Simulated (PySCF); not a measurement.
## From a computed spectrum to the compound

A species of 7 atoms with charge 0 has these harmonic modes (PBE0, small Gaussian bases with core potentials, PySCF 2.14.0):

| cm⁻¹ | km/mol | symmetry |
| --- | --- | --- |
| 35 | 15.9 | a |
| 61 | 5.0 | e |
| 61 | 5.0 | e |
| 152 | 59.9 | a |
| 192 | 0.0 | e |
| 192 | 0.0 | e |
| 298 | 0.0 | a |
| 319 | 52.8 | e |
| 319 | 52.8 | e |
| 376 | 0.0 | a |
| 434 | 36.7 | e |
| 434 | 36.7 | e |
| 2686 | 2.4 | e |
| 2686 | 2.4 | e |
| 2686 | 0.0 | a |

Q: Which species is it, and in which structure?

A: Lu(SH)3 (singlet in the valence; each metal's 4f electrons, 14 of them, lie in its core potential, out of spins and levels):
```xyz
7

Lu    0.0000    0.0000   -0.0042
S     2.4847   -0.4378    0.0058
H     2.8028    0.8786    0.0568
S    -0.8632    2.3707    0.0058
H    -2.1623    1.9880    0.0568
S    -1.6215   -1.9329    0.0058
H    -0.6405   -2.8666    0.0568
```
Ideal gas at 298.15 K and 1 bar: S = 411.2 J/(mol K), Cp = 120.3 J/(mol K), H − H(0 K) = 26.7 kJ/mol (rigid rotor, harmonic modes, spin degeneracy alone, that of the 4f electrons in the core included; the modes under 60 cm⁻¹ make these uncertain). An lcecp potential fixes the number of 4f electrons, so in runs with it no electron can move into or out of that shell.
 This is one of several that fit.
